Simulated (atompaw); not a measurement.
Sb (Z = 51): PAW (atompaw) pseudisation with PBEsol, scalar-relativistic reference atom.

Sb, PAW, made with atompaw 4.2.0.5 (PBEsol, scalar-relativistic). Core [Kr] 4d10, reference 5s2 5p3. Waves: 5s (bound): rc 2.20 bohr; 5s channel at -0.05 Ry: rc 2.20 bohr; 5p (bound): rc 2.20 bohr; 5p channel at 1 Ry: rc 2.20 bohr. Local part: troulliermartins scheme with l = 2 at -0.5 Ry, radius 2.00 bohr. Core correction: smooth core density matched at 1.25 bohr. Augmentation charge: sinc compensation charge, radius 2.10 bohr; PAW radius 2.20 bohr; waves and projectors: custom polynom2 7 10 vanderbiltortho.

Task: Does this generation succeed?

Result: No. atompaw 4.2.0.5 stopped with "atompaw: The overlap operator has at least one negative eigenvalue!": the overlap operator built from these waves and projectors is not positive definite.
